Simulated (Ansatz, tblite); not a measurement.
Forces on B₂As₃⁻ at its PBE-D4/def2-SVPD geometry. Total charge -1; singlet.

The xTB rows come from tblite. The structure comes from a short search, and lower isomers may exist.

GFN1-xTB (tblite), largest force 1.38 eV/Å:

```xyz
5
positions Å, forces eV/Å
B    -0.485   -0.431   -0.210   -0.511   -0.800   -0.720
B     0.450    0.380    1.055    0.492    0.189    0.475
As    0.628    1.490   -0.554   -0.129   -0.525   -0.591
As    0.189   -0.508   -2.020    0.105    0.892    1.053
As   -0.781   -0.932    1.729    0.043    0.245   -0.217
```

GFN2-xTB (tblite), largest force 1.59 eV/Å:

```
B 0.374 -0.243 -0.494
B -0.854 -0.390 -0.680
As -0.008 -0.652 0.548
As -0.367 0.373 1.501
As 0.856 0.912 -0.874
```

PBE-D4/def2-TZVPD (Ansatz), largest force 0.14 eV/Å:

```
B 0.053 0.012 -0.004
B -0.067 -0.010 -0.095
As -0.019 -0.110 0.058
As -0.029 0.044 0.135
As 0.063 0.064 -0.094
```
